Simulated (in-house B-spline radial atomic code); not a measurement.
Configurations of the ruthenium ion Ru³⁺, with energies counted from [Kr] 4d5. All numbers are computed (scalar-relativistic (X2C) LDA exchange-only, spin-polarised, spherical fractional occupations; Fermi nucleus of rms radius 4.4809 fm) with an all-electron radial atomic-structure program (B-spline basis), not measured. Shells without spins written out take the highest spin.

Occupations are held fixed; configurations that lie above the ionisation limit could autoionise.

```json
{"configuration": "[Kr] 4d(1 up, 3 down) 5p(1 up, 0 down)", "E - E(ref) (eV)": "20.701", "highest orbital": "5p up", "its <r> (bohr)": "2.884"}
{"configuration": "[Kr] 4d4 5d1", "E - E(ref) (eV)": "26.362", "highest orbital": "5d up", "its <r> (bohr)": "3.779"}
{"configuration": "[Kr] 4d4 5f1", "E - E(ref) (eV)": "34.646", "highest orbital": "5f up", "its <r> (bohr)": "6.373"}
{"configuration": "[Ar] 3d10 4s2 4p5 4d5 5s1", "E - E(ref) (eV)": "48.348", "highest orbital": "5s up", "its <r> (bohr)": "2.421"}
{"configuration": "[Ar] 3d10 4s2 4p(2 up, 3 down) 4d(5 up, 0 down) 5s(1 up, 0 down)", "E - E(ref) (eV)": "53.408", "highest orbital": "5s up", "its <r> (bohr)": "2.427"}
{"configuration": "[Ar] 3d9 4s2 4p6 4d6", "E - E(ref) (eV)": "281.97", "highest orbital": "4d down", "its <r> (bohr)": "1.394"}
{"configuration": "[Ar] 3d9 4s2 4p6 4d5 5f1", "E - E(ref) (eV)": "314.54", "highest orbital": "5f up", "its <r> (bohr)": "6.246"}
```

Task: Order these further configurations by energy, lowest first.
A. [Ar] 3d10 4s2 4p(2 up, 3 down) 4d(4 up, 1 down) 5d(1 up, 0 down)
B. [Kr] 4d(1 up, 4 down)
C. [Ar] 3d10 4s2 4p5 4d5 5p1
D. [Ar] 3d10 4s2 4p5 4d5 5d1
E. [Ar] 3d10 4s2 4p5 4d5 4f1

Result: B (3.6931 eV), C (55.706 eV), D (65.551 eV), E (68.512 eV), A (73.717 eV).

Task: How far above the reference does [Kr] 4d(0 up, 4 down) 5d(1 up, 0 down) lie?

Result: 27.044 eV; its least bound orbital is 5d up with <r> = 3.933 bohr.

Task: How far above the reference does [Ar] 3d9 4s2 4p6 4d5 5s1 lie?

Result: 288.75 eV; its least bound orbital is 5s up with <r> = 2.402 bohr.

Task: How far above the reference does [Kr] 4d4 5s1 lie?

Result: 9.4461 eV; its least bound orbital is 5s up with <r> = 2.447 bohr.
